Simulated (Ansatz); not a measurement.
CH2O2, charge -1, doublet, at a GFN2-xTB geometry (a state made from the parent by changing its charge; the spin is typed, not shown lowest) (a gas-phase anion, which may not be bound at this level), with bond 5-2 at 2.2 times its length; PBE/6-311G** (Ansatz, an electronic-structure program).

Ansatz was given this input:
Ansatz 0.2 input:
```yaml
crystal:
  periodic: [false, false, false]
  atoms:
    - {symbol: O, position_ang: [0.88165186, -0.79800338, -0.04541124]}
    - {symbol: C, position_ang: [-0.44999146, -0.19581427, 0.20339102]}
    - {symbol: O, position_ang: [-0.57442091, 1.06337156, -0.05525830]}
    - {symbol: H, position_ang: [1.43328073, -0.02488347, -0.20621193]}
    - {symbol: H, position_ang: [-2.08060550, -1.79601096, -0.70338043]}
basis:
  gaussian:
    orbitals: 6-311G__.json
hamiltonian:
  xc: pbe
total_charge: -1
magnetization: {spin_polarized: true, initial_magnetization: 1}
```
The basis file holds 6-311G** in the JSON format of the Basis Set Exchange.

Q: Write the output that Ansatz gives for this input, abridged.

A: 
```
Functional definition: PBE
556 factors; their error is unknown
mean field evaluation 1: about -5152.7004 eV, gradient 1.8e1 eV
mean field evaluation 2: about -5134.6678 eV, gradient 4.3e1 eV
mean field evaluation 4: about -5156.2802 eV, gradient 6.5e0 eV
mean field evaluation 8: about -5156.5893 eV, gradient 6.3e-1 eV
mean field evaluation 16: about -5156.5610 eV, gradient 1.2e-3 eV
mean field -5156.56104370 eV, -189.5001231135 hartree, gradient 1.2e-5 eV, S^2 0.758853; 1 other end points of the search recorded, 0 dependent functions left out
reference -5156.56107496 eV, -189.5001242622 hartree; 13, 12 occupied and 53, 54 virtual orbitals, 556 factors
Total energy: -5156.56107496 eV, -189.5001242622 hartree
```
